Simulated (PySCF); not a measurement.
Structure with atom numbers: `[O:1]=[C:2]([OH:3])[CH2:4][c:5]1[cH:6][cH:7][cH:8][c:9]([F:10])[cH:11]1`. Each H is labelled by its parent atom.

[PySCF 2.14.0 with density-fitted response routines: PBE0-D3(BJ)/def2-SVP structure; J: B3LYP/pcJ-1 (spin–dipole term only in couplings to heteroatoms); shielding tensors at HF/pcSseg-2 (GIAO); a single conformation; isolated molecule; non-relativistic Hamiltonian; equivalent nuclei averaged]

Question: List the cross peaks expected in HSQC, COSY and HMBC spectra.

Answer: 

HSQC (one-bond C–H):
```tsv
δH	δC	¹J(C,H) (Hz)
7.99 (H(C11))	124.9 (C11)	172
7.59 (H(C7))	141.2 (C7)	168
7.25 (H(C8))	123.0 (C8)	171
7.18 (H(C6))	132.1 (C6)	168
3.41 (H(C4))	38.3 (C4)	138
```

COSY cross peaks (|J| ≥ 2 Hz):
```tsv
δH	δH	abs. J (Hz)	bonds
7.99 (H(C11))	7.25 (H(C8))	2.5	4
7.59 (H(C7))	7.25 (H(C8))	9.3	3
7.59 (H(C7))	7.18 (H(C6))	8.4	3
```

HMBC (two and three bonds, |J| ≥ 2.5 Hz):
```tsv
δH	δC [abs. J in Hz]
7.99 (H(C11))	172.6 (C9) [4.8], 132.1 (C6) [7.0], 123.0 (C8) [4.6], 38.3 (C4) [4.5]
7.59 (H(C7))	172.6 (C9) [11.5], 148.2 (C5) [9.8]
7.25 (H(C8))	172.6 (C9) [4.3], 132.1 (C6) [8.2], 124.9 (C11) [4.4]
7.18 (H(C6))	124.9 (C11) [6.9], 123.0 (C8) [8.4], 38.3 (C4) [5.3]
3.41 (H(C4))	182.5 (C2) [7.2], 148.2 (C5) [6.7], 132.1 (C6) [5.4], 124.9 (C11) [5.5]
```

δ = σ(ref) − σ, references computed at the same level: TMS for ¹H and ¹³C.

Short H···H contacts in this conformer between protons four or more bonds apart (candidates for NOE cross peaks, intensity ∝ r⁻⁶): H(C4)···H(C6) 2.36 Å, H(C4)···H(C11) 2.80 Å.

Exchangeable OH/NH protons stand at their gas-phase positions; hydrogen bonding in a real sample shifts them, mostly to higher δ. Common functionals overestimate the size of one-bond C–F couplings by tens of Hz; these are unscaled. Unscaled 3J(H,H) at this level run about 10 % above measured values. Shifts are as computed, not scaled to solution data. Of 1328 compounds with measured shifts, 309 miss one by over three times the rms of a fit or turn the order of signals round; such compounds aren't used in these exercises. Signals without a measured value on file couldn't be tested in this way. The C=O carbon of an acid or of an amide with N–H lies up to 10 ppm further downfield in solution, through hydrogen bonding that the calculation lacks.
